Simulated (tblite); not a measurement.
Input of a run (GFN2-xTB geometry optimisation, gas phase (tblite 0.8.0)), started from a force field or distance geometry:
```
{"job": {"kind": "relax", "xc": "GFN2-xTB", "basis": "xTB"}, "charge": 0, "multiplicity": 1}
C      1.853300     1.578200     1.353700
O      0.890700     0.585000     0.981200
C      1.422900    -0.631800     0.545200
C      2.825800    -0.813900     0.360300
N      3.969300    -0.964900     0.238600
C      0.573100    -1.641600     0.251300
Si    -1.247200    -1.647800     0.391900
Si    -2.209600    -0.396800    -1.288200
C     -1.674000     1.357200    -1.170200
H      1.285100     2.454500     1.710600
H      2.481700     1.234500     2.171800
H      2.438100     1.884200     0.491300
H      0.969900    -2.587200    -0.089100
H     -1.704600    -3.061200     0.295100
H     -1.662100    -1.128900     1.730800
H     -3.701500    -0.480100    -1.180900
H     -1.821500    -0.951800    -2.614000
H     -0.601500     1.457700    -1.323900
H     -2.176400     1.974900    -1.925300
H     -1.916700     1.790400    -0.187700
```

Output (eV, eV/Å):
```
step      E/eV     max force
  0    -725.49288    1.673
  1    -725.58226    3.522
  2    -725.57779    2.867
  3    -725.64630    0.476
  4    -725.65744    0.363
  5    -725.67497    0.699
  6    -725.68797    0.426
  7    -725.69556    0.201
  8    -725.70019    0.175
  9    -725.70297    0.154
 10    -725.70500    0.116
 11    -725.70678    0.100
 12    -725.70869    0.140
 13    -725.71076    0.165
 14    -725.71254    0.113
 15    -725.71363    0.079
 16    -725.71423    0.054
 17    -725.71471    0.069
 18    -725.71524    0.065
 19    -725.71581    0.072
 20    -725.71640    0.065
 21    -725.71701    0.063
 22    -725.71765    0.067
 23    -725.71834    0.064
 24    -725.71909    0.083
 25    -725.71982    0.084
 26    -725.72049    0.061
 27    -725.72109    0.062
 28    -725.72168    0.063
 29    -725.72233    0.074
 30    -725.72308    0.079
 31    -725.72391    0.088
 32    -725.72473    0.071
 33    -725.72545    0.064
 34    -725.72604    0.063
 35    -725.72649    0.043
 36    -725.72684    0.046
 37    -725.72715    0.053
 38    -725.72742    0.040
 39    -725.72761    0.027
 40    -725.72772    0.022
 41    -725.72780    0.025
 42    -725.72789    0.025
 43    -725.72799    0.023
 44    -725.72809    0.026
 45    -725.72817    0.021
 46    -725.72823    0.019
 47    -725.72831    0.021
 48    -725.72840    0.023
 49    -725.72848    0.021
 50    -725.72854    0.015
 51    -725.72859    0.014
 52    -725.72864    0.015
 53    -725.72871    0.018
 54    -725.72877    0.017
 55    -725.72882    0.015
 56    -725.72886    0.016
 57    -725.72891    0.019
 58    -725.72897    0.023
 59    -725.72902    0.017
 60    -725.72905    0.011
 61    -725.72907    0.009
```

Summarise the run.

The energy falls by 0.236 eV over 61 L-BFGS steps, the largest force on an atom goes from 1.67 to 0.009 eV/Å, and the atoms move by 0.128 Å rms after alignment. The bond that changes most is Si8–C9 (SiH2 silicon to Si-methyl carbon), which lengthens by 0.062 Å. Bonds longer at the end by more than 0.005 Å: 5 of 19; shorter: 12. Among the angles that change most is Si7–C6–H13, from 112.8° to 122.5°. The energy rose by more than 1e-5 eV at step 2. The first step brought 38 % of the lowering.

What are the final bond lengths?

C1–O2 1.408 Å, O2–C3 1.366 Å, C3–C4 1.417 Å, C4≡N5 1.148 Å, C3=C6 1.341 Å, C6–Si7 1.880 Å, Si7–Si8 2.320 Å, Si8–C9 1.900 Å, C1–H10 1.089 Å, C1–H11 1.095 Å, C1–H12 1.095 Å, C6–H13 1.078 Å, Si7–H14 1.471 Å, Si7–H15 1.468 Å, Si8–H16 1.472 Å, Si8–H17 1.473 Å, C9–H18 1.086 Å, C9–H19 1.087 Å, C9–H20 1.086 Å. Numbering counts from 1 in the input's order; the species is `CO/C(C#N)=C\[SiH2][SiH2]C`.

GFN2-xTB frequencies show an imaginary mode (22i cm⁻¹), so the point is no minimum at that level. 3 starts were optimised and ended at 0.00, 1.47 and 1.52 kcal/mol (GFN2-xTB); the lowest of these is shown.

The values belong to the conformer `[CH3:1][O:2]/[C:3]([C:4]#[N:5])=[CH:6]\[SiH2:7][SiH2:8][CH3:9]`: C1–O2–C3–C4 -4°, C3–C6–Si7–Si8 75°, C6–Si7–Si8–C9 -67°.

The numbers are calculated, not measured.
